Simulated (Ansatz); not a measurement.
Geometry optimisation, RKS B3LYP-D4/def2-SVP in Ansatz.

The input (input.yaml):

```yaml
crystal:
  periodic: [false, false, false]
  atoms:
    - { symbol: Ta, position_ang: [-0.453617, 0.478209, -0.129174] }
    - { symbol: F, position_ang: [2.540407, -0.373303, -0.343866] }
    - { symbol: F, position_ang: [0.03272, 0.713184, 1.674668] }
    - { symbol: F, position_ang: [-0.338803, 0.394763, -2.006298] }
    - { symbol: Cl, position_ang: [-2.444548, 1.598482, -0.025448] }
    - { symbol: F, position_ang: [-0.41262, -1.377852, 0.027001] }
    - { symbol: H, position_ang: [0.961757, 1.548706, -0.364194] }
    - { symbol: H, position_ang: [2.534805, 0.554112, -0.405089] }
basis:
  gaussian: { orbitals: def2-SVP }
hamiltonian:
  xc: b3lyp
  dispersion: d4
relax:
  f_tol: 0.03
  max_steps: 50
output:
  orbitals: {}
```

Launched with:

```bash
$ ansatz run input.yaml --threads 2 --pin off --max-ram 3072MiB --backend cpu --events-out ev --progress --plain --runs-dir out
```

Q: Where does it end, and by what steps?

A: It converged. After 6 steps the energy has fallen by 0.212 eV; F2 moved furthest, 0.56 Å. Joined: Ta1–F2 (3.12 → 2.40 Å).

| step | energy less start (eV) | largest force component (eV/Å) | accepted |
| --- | --- | --- | --- |
| 0 | 0.0000 | 0.526 | yes |
| 1 | -0.0548 | 1.248 | yes |
| 2 | -0.1355 | 1.228 | yes |
| 3 | -0.1904 | 0.832 | yes |
| 4 | -0.1946 | 0.297 | yes |
| 5 | -0.2086 | 0.214 | yes |
| 6 | -0.2118 | 0.023 | yes |

```xyz
8
Properties=species:S:1:pos:R:3
Ta -0.283 0.466 -0.142
F 1.980 -0.328 -0.292
F 0.168 0.708 1.674
F -0.193 0.388 -2.025
Cl -2.327 1.487 -0.031
F -0.305 -1.406 0.022
H 0.950 1.735 -0.372
H 2.430 0.487 -0.406
```

Whether the end is a true minimum wasn't checked by a vibrational analysis.

Time of the run: 30 s on 2 threads of Arm Neoverse V2, with other jobs on the host, peak memory 0.28 GiB.
